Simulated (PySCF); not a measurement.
FHOTe. Atoms are numbered in the order given.

```xyz
4

Te     0.1189     0.0371     0.3104
F     -1.0543     1.1590    -0.7243
O      0.2907    -1.3977    -0.9981
H      0.9813    -1.1776    -1.6360
```
Charge 0, spin multiplicity 1.

Coordinates come from a B3LYP-D3(BJ)/def2-TZVP optimisation. The def2 effective core potentials stand for the cores of Te; spin–orbit coupling is left out. Other conformers were not sampled.

Computed with PBE/def2-TZVPD (PySCF).

Mulliken values depend strongly on the basis, most of all with diffuse functions as here. ESP charges are fitted to the potential on shells at 1.4 to 2.0 van der Waals radii. Atomic charges (e):

| atom | ESP fit | Mulliken |
|---|---|---|
| Te1 | [?] | 0.63 |
| F2 | [?] | -0.40 |
| O3 | [?] | -0.57 |
| H4 | [?] | 0.34 |

Fill in the missing entries. (An estimate is asked for; the answer gives what the named calculation found.)


- Te1, ESP fit: 0.30
- F2, ESP fit: -0.22
- O3, ESP fit: -0.43
- H4, ESP fit: 0.35
